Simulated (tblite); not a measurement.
Species: C3H12FGe2N.
Atom-mapped SMILES: `[CH3:1][N:2]([CH3:3])[CH2:4][Ge@H:5]([F:6])[GeH3:7]` (hydrogens: H8, H9, H10 on C1; H11, H12, H13 on C3; H14, H15 on C4; H16 on Ge5; H17, H18, H19 on Ge7)

Computed with GFN2-xTB (tblite), gas phase: L-BFGS steps from a force-field or distance-geometry start until the largest atomic force falls under 0.01 eV/Å.

Step 26: E = -655.6298 eV
```
atom  x, y, z in Å  |  force x, y, z in eV/Å
C1     -1.6789    0.5795    0.7404    0.003   0.000   0.005
N2     -0.8396   -0.4583    0.1805    0.023   0.016   0.016
C3     -1.5543   -1.7193    0.1014    0.022   0.024  -0.011
C4     -0.3140   -0.0461   -1.1086    0.016   0.018   0.018
Ge5     1.1993    1.2204   -0.7844   -0.047   0.002   0.019
F6      1.9655    1.3986   -2.3904    0.019  -0.024   0.002
Ge7     2.7697    0.2985    0.7819    0.011   0.004   0.001
H8     -1.0951    1.4965    0.8377   -0.003   0.008   0.012
H9     -2.5592    0.7918    0.1141    0.000  -0.001   0.000
H10    -2.0185    0.2775    1.7299    0.006  -0.009   0.011
H11    -2.4032   -1.6830   -0.5978   -0.002   0.006   0.010
H12    -0.8648   -2.4981   -0.2218   -0.017  -0.009  -0.007
H13    -1.9271   -1.9742    1.0932    0.007  -0.017  -0.028
H14     0.1323   -0.9141   -1.6013   -0.045   0.013  -0.023
H15    -1.0896    0.3615   -1.7756    0.015  -0.044  -0.005
H16     0.8309    2.6970   -0.5988    0.008   0.004  -0.019
H17     3.2945   -1.0335    0.3381    0.001  -0.009  -0.008
H18     3.9827    1.1461    1.0264    0.009   0.011   0.002
H19     2.1597    0.0685    2.1281   -0.026   0.008   0.007
```

Step 27: E = -655.6303 eV
```
atom  x, y, z in Å  |  force x, y, z in eV/Å
C1     -1.6782    0.5784    0.7411   -0.004   0.013   0.018
N2     -0.8408   -0.4587    0.1793    0.060   0.015   0.033
C3     -1.5543   -1.7193    0.1002    0.010   0.013  -0.009
C4     -0.3134   -0.0453   -1.1079    0.013   0.017  -0.006
Ge5     1.1997    1.2229   -0.7824   -0.059  -0.024   0.005
F6      1.9654    1.3907   -2.3897    0.024  -0.019   0.002
Ge7     2.7689    0.3001    0.7840    0.012   0.003  -0.001
H8     -1.0940    1.4951    0.8389   -0.004   0.007   0.007
H9     -2.5593    0.7912    0.1166   -0.009   0.006  -0.006
H10    -2.0164    0.2761    1.7309    0.004  -0.013   0.014
H11    -2.4047   -1.6825   -0.5966   -0.014   0.005   0.000
H12    -0.8660   -2.4978   -0.2252   -0.007  -0.014  -0.011
H13    -1.9248   -1.9759    1.0923    0.004  -0.017  -0.021
H14     0.1318   -0.9137   -1.6020   -0.041   0.031  -0.012
H15    -1.0886    0.3630   -1.7757    0.020  -0.043   0.000
H16     0.8334    2.7003   -0.6047    0.006   0.009  -0.018
H17     3.2903   -1.0321    0.3355    0.003  -0.002  -0.002
H18     3.9825    1.1479    1.0280    0.006   0.004   0.003
H19     2.1587    0.0690    2.1301   -0.023   0.008   0.005
```

Problem. Estimate the geometry and energy of step 28. (The exact step hangs on the optimiser's Hessian estimate; all steps are aligned on step 27, rigid shifts and turns removed.)

Solution. E = -655.6308 eV, largest force 0.091 eV/Å
```
atom  x, y, z in Å  |  force x, y, z in eV/Å
C1     -1.6773    0.5771    0.7422   -0.008   0.022   0.030
N2     -0.8412   -0.4590    0.1785    0.080   0.008   0.043
C3     -1.5540   -1.7191    0.0985   -0.005  -0.002  -0.004
C4     -0.3124   -0.0439   -1.1070    0.001   0.009  -0.028
Ge5     1.1990    1.2256   -0.7799   -0.051  -0.044  -0.013
F6      1.9656    1.3803   -2.3886    0.025  -0.013   0.006
Ge7     2.7681    0.3022    0.7867    0.007   0.002  -0.003
H8     -1.0926    1.4936    0.8407   -0.007   0.009   0.004
H9     -2.5595    0.7905    0.1196   -0.011   0.011  -0.008
H10    -2.0138    0.2741    1.7325    0.001  -0.014   0.014
H11    -2.4068   -1.6818   -0.5950   -0.019   0.008  -0.010
H12    -0.8676   -2.4976   -0.2298    0.004  -0.014  -0.017
H13    -1.9218   -1.9783    1.0908    0.001  -0.015  -0.010
H14     0.1305   -0.9126   -1.6032   -0.025   0.041  -0.001
H15    -1.0869    0.3639   -1.7760    0.014  -0.031   0.004
H16     0.8367    2.7048   -0.6127    0.001   0.012  -0.016
H17     3.2851   -1.0304    0.3323    0.004   0.008   0.007
H18     3.9822    1.1501    1.0302    0.002  -0.005   0.003
H19     2.1570    0.0698    2.1328   -0.016   0.008  -0.001
```

The energy changes by -0.0005 eV. The first-order estimate −F·Δx gives -0.0008 eV and the mean of the old and new forces, exact on a quadratic surface, -0.0006 eV. The step makes an angle of 74° with the force vector and moves no atom by more than 0.010 Å.

What follows is the cost of the whole relaxation. The run took 2.1 s on Arm Neoverse N1, one thread, no GPU, shared host with 64 logical CPUs at a one-minute load of 58.
